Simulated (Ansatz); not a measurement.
CH$_{5}$GaOSi, SMILES `O=[C]([SiH3])[GaH2]` at its PBE0-D4/def2-TZVP geometry, where that method's forces vanish. Total charge 0; spin multiplicity 1.

```xyz
9

O    -0.4519    1.2525   -1.1587
C    -0.1379    0.3875   -0.3561
Si   -0.8961   -1.3774   -0.3227
Ga    1.2409    1.3947    0.7094
H     0.2445   -2.3196   -0.4734
H    -1.4775   -1.5516    1.0350
H    -1.9186   -1.6012   -1.3762
H     2.6851    1.4665    0.1113
H     0.7115    2.3485    1.8314
```

Q: What forces (eV/Å) does ωB97M-V/def2-TZVPP give on these atoms in Ansatz 0.2.0? (An estimate is asked.)

A: The calculation gave: 
```
O1  -0.060  0.160 -0.151
C2   0.086 -0.235  0.221
Si3 -0.046 -0.102 -0.001
Ga4  0.040  0.138 -0.023
H5  -0.134  0.108  0.015
H6   0.065  0.020 -0.159
H7   0.129  0.039  0.127
H8  -0.132 -0.022  0.066
H9   0.052 -0.106 -0.095
```
